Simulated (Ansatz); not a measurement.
Two isomers of C3H8BF: A = `CCBCF`, B = `BC(C)(C)F`.

Isolated molecules relaxed with PBE0-D4/def2-TZVP in Ansatz; ΔE leaves out vibrations. CBS: MP2 limit from def2 TZ/QZ plus the TZ coupled-cluster correction, frozen cores. Functionals use def2-TZVPP. B3LYP here is the variant with VWN-RPA as its local correlation; programs differ in this. Each species was taken in one conformer, which may not be the lowest.

Task: Which isomer does CCSD(T)/CBS put lower? Give the gap. (Best estimate.)

Result: The calculation gave: A, by 5.5 kcal/mol.

Task: Give E(B) − E(A) in kcal/mol with LDA (SPW92), PBE-D4, B3LYP-D4, HF/def2-TZVPP, B2PLYP, r2SCAN-D4, BLYP-D4. (An estimate is asked.)

Result: Ansatz gave: LDA (SPW92) 7.6, PBE-D4 7.9, B3LYP-D4 7.0, HF/def2-TZVPP 6.1, B2PLYP 6.7, r2SCAN-D4 6.9, BLYP-D4 7.0. None reverses the order clearly.

Task: Does the order hold for the free energy at 298.15 K (harmonic terms from PBE0-D4)? (Estimate.)

Result: Computed: Yes: G(B) − G(A) = +5.3 kcal/mol, for one conformer each. Modes under 60 cm⁻¹, often nearly free rotors, make the harmonic entropy too high.

Largest T1 diagnostic: 0.010.

Leaving LDA and LC-ωPBE aside and taking each functional with its dispersion term where it has one, the values, not all of them listed here, spread over 1.9 kcal/mol, from ωB97X-V to PBE-D4. LDA lies −1.0 kcal/mol from PBE without D4. From BLYP to BHLYP (50 % exact exchange), in def2-TZVPP and without D4, E(B) − E(A) moves by −1.4 kcal/mol.
